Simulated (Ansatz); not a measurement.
Molecule: C$_{2}$H$_{7}$Al, charge 0, multiplicity 1. 
Geometry from a B3LYP-D3(BJ)/def2-TZVP (Ansatz, a program for electronic structure) optimisation:
```xyz
10

C     -1.7150    -0.3541     0.1600
Al     0.0163     0.5212    -0.1074
C      1.6845    -0.4967     0.0169
H     -1.9025    -0.4926     1.2314
H     -1.7402    -1.3523    -0.2865
H     -2.5529     0.2208    -0.2394
H      0.0771     2.0747    -0.4329
H      2.5057     0.0975     0.4255
H      1.5827    -1.4023     0.6198
H      2.0012    -0.8165    -0.9831
```
Charge 0, spin multiplicity 1.

Dipole moments at this geometry, in debye (magnitudes).

```csv
level,program,dipole (D)
SVWN5/def2-TZVPD,Ansatz,0.68
BLYP/def2-TZVPD,Ansatz,0.63
revPBE/def2-TZVPD,Ansatz,0.66
r2SCAN/def2-TZVPD,Ansatz,0.66
B3LYP/def2-TZVPD,Ansatz,0.61
PBE0/def2-TZVPD,Ansatz,0.64
r2SCANh/def2-TZVPD,Ansatz,0.65
HSE06/def2-TZVPD,Ansatz,?
wB97M-V/def2-TZVPD,Ansatz,0.63
CCSD(T)/aug-cc-pV(D+d)Z,Ansatz,?
```

Task: Fill in the missing entries.

Result: 
- HSE06/def2-TZVPD, dipole (D): 0.64
- CCSD(T)/aug-cc-pV(D+d)Z, dipole (D): 0.59
